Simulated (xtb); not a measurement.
C₃H₉BO₃, charge +1, doublet, from a rough starting geometry (a state made from the parent by changing its charge; the spin is typed, not shown lowest); GFN2-xTB (xtb).

The xtb input:
```
$ xtb mol.xyz --gfn 2 --chrg 1 --uhf 1 --opt vtight --json

# file mol.xyz
16

B     -0.02944649    -0.03961858     0.07582609
O      0.87553268     0.92057914     0.52974631
C      0.79130760     2.24114894     0.17638389
H     -0.14535623     2.74750503     0.53013684
H      1.64111494     2.71557836     0.65720371
H      0.84041384     2.35033387    -0.90089965
O      0.09304044    -1.34325778     0.39493773
C      1.02663165    -1.73892373     1.37885256
H      0.75907892    -1.30640123     2.25306009
H      0.98158897    -2.84974722     1.36127891
H      1.99828253    -1.41255764     1.12105207
O     -0.85961309     0.38443865    -0.85939465
C     -1.85424712    -0.51209161    -1.51195391
H     -1.62674745    -1.53982492    -1.15515847
H     -2.83831037    -0.15732356    -1.41740056
H     -1.55849310    -0.52878995    -2.61425301
```

The log (banner, timings and long lists left out):

```
   ID    Z sym.   atoms
    1    5 B      1
    2    8 O      2, 7, 12
    3    6 C      3, 8, 13
    4    1 H      4-6, 9-11, 14-16

           -------------------------------------------------
          |                Calculation Setup                |
           -------------------------------------------------

           -------------------------------------------------
          |                 G F N 2 - x T B                 |
           -------------------------------------------------

          ...................................................
          :                      SETUP                      :
          :.................................................:
          :  # basis functions                  37          :
          :  # atomic orbitals                  37          :
          :  # shells                           23          :
          :  # electrons                        41          :
          :  max. iterations                   250          :
          :  Hamiltonian                  GFN2-xTB          :
          :  restarted?                      false          :
          :  GBSA solvation                  false          :
          :  PC potential                    false          :
          :  electronic temp.          300.0000000     K    :
          :  accuracy                    1.0000000          :
          :  -> integral cutoff          0.2500000E+02      :
          :  -> integral neglect         0.1000000E-07      :
          :  -> SCF convergence          0.1000000E-05 Eh   :
          :  -> wf. convergence          0.1000000E-03 e    :
          :  Broyden damping             0.4000000          :
          :  net charge                          1          :
          :  unpaired electrons                  1          :
          ...................................................

 iter      E             dE          RMSdq      gap      omega  full diag
   1    -24.1040060 -0.241040E+02  0.597E+00    9.32       0.0  T
   2    -24.1825230 -0.785169E-01  0.401E+00    6.95       1.0  T
   3    -24.1710133  0.115097E-01  0.256E+00    7.26       1.0  T
   4    -24.1892965 -0.182832E-01  0.163E+00    7.58       1.0  T
   5    -24.2183502 -0.290537E-01  0.114E+00    7.65       1.0  T
   6    -24.2371208 -0.187705E-01  0.672E-01    7.85       1.0  T
   7    -24.2294039  0.771688E-02  0.917E-01    7.71       1.0  T
   8    -24.2441506 -0.147467E-01  0.395E-01    7.82       1.0  T
   9    -24.2437021  0.448454E-03  0.407E-01    7.83       1.0  T
  10    -24.2466619 -0.295981E-02  0.218E-01    7.84       1.0  T
  11    -24.2477144 -0.105245E-02  0.425E-02    7.84       1.0  T
  12    -24.2477449 -0.305664E-04  0.247E-02    7.84       1.0  T
  13    -24.2477435  0.145531E-05  0.240E-02    7.84       1.0  T
  14    -24.2477520 -0.849459E-05  0.152E-02    7.84       1.6  T
  15    -24.2477568 -0.481294E-05  0.582E-03    7.84       4.3  T
  16    -24.2477576 -0.810534E-06  0.354E-04    7.84      70.6  T
  17    -24.2477576 -0.182523E-08  0.181E-04    7.84     137.8  T

   *** convergence criteria satisfied after 17 iterations ***

         :::::::::::::::::::::::::::::::::::::::::::::::::::::
         ::                     SUMMARY                     ::
         :::::::::::::::::::::::::::::::::::::::::::::::::::::
         :: total energy             -24.020178073621 Eh    ::
         :: gradient norm              0.152186388414 Eh/a0 ::
         :: HOMO-LUMO gap              7.838490014442 eV    ::
         ::.................................................::
         :: SCC energy               -24.247726636606 Eh    ::
         :: -> isotropic ES            0.146791679947 Eh    ::
         :: -> anisotropic ES         -0.009619026594 Eh    ::
         :: -> anisotropic XC          0.006218105753 Eh    ::
         :: -> dispersion             -0.006980189350 Eh    ::
         :: repulsion energy           0.227548562985 Eh    ::
         :: add. restraining           0.000000000000 Eh    ::
         :: total charge               1.000000000003 e     ::
         :::::::::::::::::::::::::::::::::::::::::::::::::::::

      -----------------------------------------------------------
     |                   =====================                   |
     |                        A N C O P T                        |
     |                   =====================                   |
     |               Approximate Normal Coordinate               |
     |                Rational Function Optimizer                |
      -----------------------------------------------------------
      -----------------------------------------------------------
     |                   =====================                   |
     |                        A N C O P T                        |
     |                   =====================                   |
     |               Approximate Normal Coordinate               |
     |                Rational Function Optimizer                |
      -----------------------------------------------------------

          ...................................................
          :                      SETUP                      :
          :.................................................:
          :   optimization level         verytight          :
          :   max. optcycles                   320          :
          :   ANC micro-cycles                  20          :
          :   degrees of freedom                42          :
          :.................................................:
          :   RF solver                   davidson          :
          :   write xtbopt.log                true          :
          :   linear?                        false          :
          :   energy convergence         0.1000000E-06 Eh   :
          :   grad. convergence          0.2000000E-03 Eh/α :
          :   maxmium RF displ.          1.0000000          :
[...]
 * total energy  :   -24.0440338 Eh     change       -0.3438702E-05 Eh
 * total energy  :   -24.0440364 Eh     change       -0.2523073E-05 Eh
 * total energy  :   -24.0440391 Eh     change       -0.2760724E-05 Eh
 * total energy  :   -24.0440399 Eh     change       -0.7562908E-06 Eh
 * total energy  :   -24.0440404 Eh     change       -0.5056366E-06 Eh
 * total energy  :   -24.0440405 Eh     change       -0.1301913E-06 Eh
 * total energy  :   -24.0440407 Eh     change       -0.1700764E-06 Eh
 * total energy  :   -24.0440410 Eh     change       -0.3377650E-06 Eh
 * total energy  :   -24.0440414 Eh     change       -0.3263979E-06 Eh
 * total energy  :   -24.0440416 Eh     change       -0.2042218E-06 Eh
 * total energy  :   -24.0440417 Eh     change       -0.1510922E-06 Eh
 * total energy  :   -24.0440418 Eh     change       -0.7183479E-07 Eh
   *** GEOMETRY OPTIMIZATION CONVERGED AFTER 46 ITERATIONS ***
         :: total energy             -24.044041784688 Eh    ::
[...]
        31                          0.0168963               0.4598
        32                          0.0341237               0.9286
       ...                                ...                  ...
        37                          0.3593903               9.7795
      -------------------------------------------------------------
                  HL-Gap            0.2829100 Eh            7.6984 eV
             Fermi-level           -0.5290827 Eh          -14.3971 eV

     #   Z          covCN         q      C6AA      α(0)
     1   5 B        2.394     0.529    18.450     7.955
     2   8 O        1.639    -0.250    18.168     5.754
     3   6 C        3.633     0.012    20.761     6.558
     4   1 H        0.923     0.148     1.405     1.854
     5   1 H        0.923     0.148     1.404     1.853
     6   1 H        0.924     0.099     1.798     2.097
     7   8 O        1.639    -0.250    18.169     5.754
     8   6 C        3.633     0.012    20.761     6.558
     9   1 H        0.923     0.148     1.404     1.853
    10   1 H        0.923     0.148     1.405     1.854
    11   1 H        0.924     0.099     1.798     2.097
    12   8 O        1.639    -0.250    18.168     5.754
    13   6 C        3.633     0.012    20.760     6.558
    14   1 H        0.924     0.099     1.798     2.097
    15   1 H        0.923     0.148     1.405     1.854
    16   1 H        0.923     0.148     1.404     1.853

 Mol. C6AA /au·bohr⁶  :       1738.666016
 Mol. C8AA /au·bohr⁸  :      38353.275979
 Mol. α(0) /au        :         62.301104

Wiberg/Mayer (AO) data.
largest (>0.10) Wiberg bond orders for each atom

 ---------------------------------------------------------------------------
     #   Z sym  total        # sym  WBO       # sym  WBO       # sym  WBO
 ---------------------------------------------------------------------------
     1   5 B    3.397 --     7 O    1.104     2 O    1.104    12 O    1.104
     2   8 O    2.255 --     1 B    1.104     3 C    1.023
     3   6 C    3.827 --     2 O    1.023     6 H    0.974     4 H    0.892
                             5 H    0.891
     4   1 H    0.926 --     3 C    0.892
     5   1 H    0.925 --     3 C    0.891
     6   1 H    0.990 --     3 C    0.974
     7   8 O    2.255 --     1 B    1.104     8 C    1.023
     8   6 C    3.827 --     7 O    1.023    11 H    0.974    10 H    0.892
                             9 H    0.892
     9   1 H    0.925 --     8 C    0.892
    10   1 H    0.926 --     8 C    0.892
    11   1 H    0.990 --     8 C    0.974
    12   8 O    2.255 --     1 B    1.104    13 C    1.023
    13   6 C    3.827 --    12 O    1.023    14 H    0.974    15 H    0.892
                            16 H    0.892
    14   1 H    0.990 --    13 C    0.974
    15   1 H    0.926 --    13 C    0.892
    16   1 H    0.925 --    13 C    0.892
 ---------------------------------------------------------------------------

Topologies differ in total number of bonds
Writing topology from bond orders to xtbtopo.mol

molecular dipole:
                 x           y           z       tot (Debye)
 q only:        0.012      -0.008       0.001
   full:        0.012      -0.008       0.001       0.037
molecular quadrupole (traceless):
                xx          xy          yy          xz          yz          zz
 q only:       -2.819       2.875       6.051       9.929      -2.932      -3.232
  q+dip:       -2.188       2.234       4.682       7.687      -2.274      -2.494
   full:       -2.215       2.259       4.739       7.780      -2.300      -2.524

           -------------------------------------------------
          |                Geometry Summary                 |
           -------------------------------------------------

      molecular mass/u    :      103.9129173
   center of mass at/Å    :        0.0057761      -0.0042896       0.0013346
  moments of inertia/u·Å² :        0.1965327E+03   0.1965484E+03   0.3838101E+03
rotational constants/cm⁻¹ :        0.8577521E-01   0.8576835E-01   0.4392180E-01

 * 15 selected distances

     #   Z          #   Z                                           value/Å
     1   5 B        2   8 O                                       1.3621713
     2   8 O        3   6 C                                       1.3909519
     3   6 C        4   1 H                                       1.0997931
     3   6 C        5   1 H                                       1.0999519
     3   6 C        6   1 H                                       1.0903309
     1   5 B        7   8 O                                       1.3621058
     7   8 O        8   6 C                                       1.3910745 (max)
     8   6 C        9   1 H                                       1.0998945
     8   6 C       10   1 H                                       1.0997938
     8   6 C       11   1 H                                       1.0903129 (min)
     1   5 B       12   8 O                                       1.3622143
    12   8 O       13   6 C                                       1.3908698
    13   6 C       14   1 H                                       1.0903341
    13   6 C       15   1 H                                       1.0998167
    13   6 C       16   1 H                                       1.0999238

 * 3 distinct bonds (by element types)

   Z      Z             #   av. dist./Å        max./Å        min./Å
   1 H    6 C           9     1.0966835     1.0999519     1.0903129
   5 B    8 O           3     1.3621638     1.3622143     1.3621058
   6 C    8 O           3     1.3909654     1.3910745     1.3908698

optimized geometry written to: xtbopt.xyz

           -------------------------------------------------
          | TOTAL ENERGY              -24.044041784688 Eh   |
          | GRADIENT NORM               0.000132205760 Eh/α |
          | HOMO-LUMO GAP               7.698373181882 eV   |
           -------------------------------------------------

normal termination of xtb
```
